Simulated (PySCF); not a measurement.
Gas-phase reaction: (H2SiO)3 + 5 Si(OH)4 ⇌ 3 Si2O(OH)6 + 2 H3SiOH. Level: ωB97M-V/def2-TZVP†; standard pressure 1 bar.

Computed with PySCF and rigid-rotor harmonic-oscillator thermochemistry at 1 bar. † marks an energy on the PBE0/def2-TZVP geometry and frequencies. All species are closed-shell singlets. No R ln 2 is added for the mirror-image form of Si2O(OH)6. (H2SiO)3, Si2O(OH)6, H3SiOH: computed as isolated molecules; such fragments, hydroxides, amides, oligomers or adducts are transient or little studied in the gas. The harmonic model lacks anharmonicity and excited electronic states, which grow with temperature; levels with a mode under 35 cm⁻¹ are left out. Internal rotation in Si(OH)4, Si2O(OH)6, H3SiOH is treated as a harmonic vibration of one conformer, which makes the entropy rough. Soft modes under 120 cm⁻¹ make the harmonic entropy rough for (H2SiO)3.

```json
[
 {"T (K)": "500", "1000/T (1/K)": "2.0000", "log10 K": "1.15"},
 {"T (K)": "600", "1000/T (1/K)": "1.6667", "log10 K": "-0.08"},
 {"T (K)": "800", "1000/T (1/K)": "1.2500", "log10 K": "?"},
 {"T (K)": "1000", "1000/T (1/K)": "1.0000", "log10 K": "-2.42"},
 {"T (K)": "1200", "1000/T (1/K)": "0.8333", "log10 K": "-2.96"},
 {"T (K)": "1400", "1000/T (1/K)": "0.7143", "log10 K": "-3.33"}
]
```

### Question
Fit log10 K = a + b·(1000/T) to the five rows, get the mean ΔH° and ΔS°, and predict log10 K at 800 K.

### Answer
Means: 1000/T = 1.2429, log10 K = -1.528. Sums of products about the means: Sxy = 4.39693, Sxx = 1.258997, so b = Sxy/Sxx = 3.49 and a = -1.528 − (3.49)×1.2429 = -5.87.
ΔH° = −R ln 10 × 1000 K × b = −19.145 × (3.49) = -67 kJ; ΔS° = R ln 10 × a = -112 J/K. The run's own values go from -71 kJ and -120 J/K at 500 K to -57 kJ and -104 J/K at 1400 K.
Prediction at 800 K: -5.87 + (3.49)×1.2500 = -1.51. The computed value is -1.57, 0.06 from the line.
For scale, ΔH°(298 K) is -74 kJ at this level, -70 kJ at ωB97X-V/def2-TZVP†, and runs from -106 to -33 kJ over the 18 levels computed.
